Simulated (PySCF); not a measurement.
## [Dy(H2O)2]3+: from a saddle point downhill

PySCF 2.14.0, RKS PBE0, Dy lcecp-1-SVP with ECP55, O def2-SVP, H def2-SVP; non-relativistic Hamiltonian with scalar-relativistic core potentials where named; density fitting; no spin-orbit coupling. Relaxed within the symmetry of its start, the geometry (D2d) is

```xyz
7

Dy    0.0000    0.0000    0.0000
O     0.0000    0.0000    2.2465
H     0.5459    0.5459    2.8718
H    -0.5459   -0.5459    2.8718
O     0.0000    0.0000   -2.2465
H     0.5459   -0.5459   -2.8718
H    -0.5459    0.5459   -2.8718
```

and its lowest harmonic modes are -67, -67, 150, 424, 426, 655 cm⁻¹ (negative: unstable). It was moved along the lowest mode and relaxed again.

**Question.** Where does it end, and how much lower?

**Answer.** In C1, 0.210 eV lower, after 32 steps:
```xyz
7

Dy    0.2938   -1.0635    0.0112
O    -0.0831    0.1724    1.8050
H     0.3102    1.0519    2.0519
H    -0.6632   -0.0330    2.5870
O     0.0228    0.1582   -1.8082
H     0.3006   -0.0538   -2.7401
H    -0.4183    1.0431   -1.9069
```

**Question.** How do the contacts change?

**Answer.** 
| contact | saddle (Å) | end (Å) |
| --- | --- | --- |
| Dy1–O2 (H2O) | 2.246 | 2.211 |
| Dy1–O5 (H2O) | 2.246 | 2.208 |


**Question.** Is the end a minimum?

**Answer.** Yes, as far as the noise of the softest modes lets one tell (those above −25 cm⁻¹ count as noise); lowest modes 25, 76, 150, 440, 443, 659 cm⁻¹.

An lcecp potential fixes the number of 4f electrons, so in runs with it no electron can move into or out of that shell.

State: singlet in the valence, with the 4f electrons in the core potential.
